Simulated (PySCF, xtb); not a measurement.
Si(H)(Cl) anion (ClHSi), SMILES [SiH]Cl (connectivity only; charge and spin as stated), charge -1, multiplicity 2.

Harmonic wavenumbers (cm⁻¹) from GFN2-xTB (xtb 6.7.1) at its own minimum, in rising order: 138, 522, 1576.

Question: What does PySCF with PBE-D3(BJ)/def2-TZVPD give at its own minimum? (An estimate is asked for; the answer gives what the named calculation found.)

Answer: 349, 689, 1805. Paired by order, the mean absolute difference is 203 cm⁻¹ and the zero-point energies are 3.2 and 4.1 kcal/mol.
